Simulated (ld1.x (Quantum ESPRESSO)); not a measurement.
**u(r) = r·R(r): atom against pseudo-atom (rubidium (Rb))**

Columns: radius, all-electron u(r) and pseudo u(r) of the 4s shell (level -36.61 eV) of rubidium in the configuration [Ar] 3d10 4s2 4p6 4d0 5s0 5p0; LDA (PZ), non-relativistic, TM scheme, ld1.x (Quantum ESPRESSO) 7.5.

| r (bohr) | all-electron | pseudo |
| --- | --- | --- |
| 0.178 | -0.1707 | -0.1666 |
| 0.355 | 0.4624 | -0.3269 |
| 0.533 | 0.2733 | -0.4773 |
| 0.710 | -0.2204 | -0.6103 |
| 0.888 | -0.6284 | -0.7210 |
| 1.065 | -0.8572 | -0.8005 |
| 1.243 | -0.9362 | -0.8419 |
| 1.420 | -0.9149 | -0.8398 |
| 1.598 | -0.8371 | -0.7955 |
| 1.775 | -0.7347 | -0.7182 |
| 1.953 | -0.6259 | -0.6217 |
| 2.130 | -0.5227 | -0.5222 |
| 2.308 | -0.4293 | -0.4293 |
| 2.485 | -0.3488 | -0.3488 |
| 2.662 | -0.2806 | -0.2806 |
| 2.840 | -0.2238 | -0.2238 |
| 3.018 | -0.1773 | -0.1773 |
| 3.195 | -0.1399 | -0.1399 |
| 3.373 | -0.1097 | -0.1097 |
| 3.550 | -0.0858 | -0.0858 |
| 3.728 | -0.0668 | -0.0668 |
| 3.905 | -0.0519 | -0.0519 |
| 4.083 | -0.0402 | -0.0402 |
| 4.260 | -0.0311 | -0.0311 |
| 4.438 | -0.0239 | -0.0239 |
| 4.615 | -0.0184 | -0.0184 |

Question: How many radial nodes do the two functions have?

Answer: The all-electron 4s function has n − l − 1 = 3 (the table is too coarse to show those close to the nucleus); the pseudo-wave has 0, since the states of the same l below it are removed with the core.

Question: At about which radius was the pseudo-wave matched?

Answer: 2.45 bohr, where the columns begin to agree (steps of 0.18 bohr).

Question: Is the pseudo-wave norm-conserving?

Answer: Yes: the TM scheme keeps the norm inside the radius equal to the all-electron one, which fixes the energy derivative of the logarithmic derivative at the level.
